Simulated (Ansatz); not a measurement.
`CC(C)[NH][Sn]([F])([F])[NH]C(C)C` at its PBE0-D4/def2-TZVP geometry, where that method's forces vanish. Charge 0, multiplicity 1. Sn: def2 effective core potential.

```csv
atom,x (Å),y (Å),z (Å)
C1,1.820,-1.220,0.949
C2,1.739,0.270,1.218
C3,2.884,0.736,2.101
N4,0.478,0.580,1.884
Sn5,-1.267,-0.161,1.300
F6,-2.512,1.202,1.830
F7,-1.715,-1.681,2.369
N8,-1.593,-0.857,-0.542
C9,-1.896,0.038,-1.658
C10,-0.942,1.217,-1.640
C11,-1.782,-0.743,-2.956
H12,2.773,-1.476,0.482
H13,1.029,-1.550,0.265
H14,1.728,-1.780,1.883
H15,1.821,0.795,0.252
H16,2.860,0.211,3.058
H17,2.817,1.809,2.299
H18,3.846,0.546,1.618
H19,0.405,1.549,2.165
H20,-2.210,-1.660,-0.520
H21,-2.920,0.433,-1.584
H22,-1.068,1.827,-0.738
H23,0.095,0.871,-1.688
H24,-1.125,1.874,-2.492
H25,-2.464,-1.598,-2.960
H26,-2.035,-0.111,-3.811
H27,-0.765,-1.119,-3.085
```

**Question.** For each bond, give half the difference of the two atoms' forces along it (eV/Å; positive pushes the atoms apart) under PBE-D4, r2SCAN-D4, B3LYP-D4, ωB97M-V in def2-TZVPP. (Estimate.)

**Answer.** The calculation gave: 
```json
{"bond": "C1–H12", "length (Å)": "1.092", "PBE-D4": "0.09", "r2SCAN-D4": "-0.03", "B3LYP-D4": "-0.08", "ωB97M-V": "-0.06"}
{"bond": "C1–H13", "length (Å)": "1.096", "PBE-D4": "0.10", "r2SCAN-D4": "-0.03", "B3LYP-D4": "-0.10", "ωB97M-V": "-0.07"}
{"bond": "C1–H14", "length (Å)": "1.093", "PBE-D4": "0.11", "r2SCAN-D4": "-0.03", "B3LYP-D4": "-0.06", "ωB97M-V": "-0.06"}
{"bond": "C2–C3", "length (Å)": "1.519", "PBE-D4": "0.04", "r2SCAN-D4": "0.09", "B3LYP-D4": "0.12", "ωB97M-V": "0.09"}
{"bond": "C2–N4", "length (Å)": "1.460", "PBE-D4": "0.00", "r2SCAN-D4": "0.13", "B3LYP-D4": "0.14", "ωB97M-V": "0.21"}
{"bond": "C2–H15", "length (Å)": "1.102", "PBE-D4": "0.10", "r2SCAN-D4": "-0.07", "B3LYP-D4": "-0.14", "ωB97M-V": "-0.16"}
{"bond": "C3–H16", "length (Å)": "1.093", "PBE-D4": "0.10", "r2SCAN-D4": "-0.03", "B3LYP-D4": "-0.06", "ωB97M-V": "-0.06"}
{"bond": "N4–Sn5", "length (Å)": "1.984", "PBE-D4": "0.06", "r2SCAN-D4": "0.03", "B3LYP-D4": "0.05", "ωB97M-V": "-0.11"}
{"bond": "N4–H19", "length (Å)": "1.011", "PBE-D4": "0.18", "r2SCAN-D4": "-0.02", "B3LYP-D4": "-0.12", "ωB97M-V": "-0.07"}
{"bond": "Sn5–F6", "length (Å)": "1.920", "PBE-D4": "0.41", "r2SCAN-D4": "0.07", "B3LYP-D4": "0.19", "ωB97M-V": "0.03"}
{"bond": "C9–C11", "length (Å)": "1.519", "PBE-D4": "0.04", "r2SCAN-D4": "0.10", "B3LYP-D4": "0.12", "ωB97M-V": "0.09"}
{"bond": "C9–H21", "length (Å)": "1.100", "PBE-D4": "0.09", "r2SCAN-D4": "-0.08", "B3LYP-D4": "-0.15", "ωB97M-V": "-0.16"}
{"bond": "C10–H23", "length (Å)": "1.094", "PBE-D4": "0.11", "r2SCAN-D4": "-0.02", "B3LYP-D4": "-0.06", "ωB97M-V": "-0.05"}
{"bond": "C10–H24", "length (Å)": "1.091", "PBE-D4": "0.09", "r2SCAN-D4": "-0.04", "B3LYP-D4": "-0.09", "ωB97M-V": "-0.07"}
```

B3LYP here is the variant with VWN-RPA as its local correlation; programs differ in this.

Results of the Gaussian-basis code of Ansatz.
